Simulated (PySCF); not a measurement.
F2H2HfO2, SMILES [OH][Hf]([OH])([F])[F], multiplicity 1. The structure is a stationary point at B3LYP-D3(BJ)/def2-SVP. The spin state was assumed, not searched. The structure was generated by enumeration; whether it is a known compound was not checked. The def2 effective core potentials stand for the cores of Hf; spin–orbit coupling is left out. Other conformers were not sampled.

Calculation: PySCF 2.14.0 with B3LYP-D3(BJ)/def2-SVP.

Harmonic wavenumbers (cm⁻¹): 155, 157, 168, 169, 171, 243, 282, 307, 332, 648, 651, 708, 727, 3987, 3990. Rotational constants (GHz): 2.754, 2.746, 2.729; symmetry number 2.

Q: Work out the zero-point energy and the ideal-gas rigid-rotor harmonic-oscillator thermochemistry at 298.15 K and 1 atm.

A: ZPE = ½ Σ hcν = ½ × 12694 cm⁻¹ = 75.93 kJ/mol. H − E(el) = 99.79 kJ/mol. Entropy in J/(mol K): translation 177.63, rotation 107.82, vibration 82.76, total 368.21. G − E(el) = -9.99 kJ/mol. Cp = 115.42 J/(mol K).
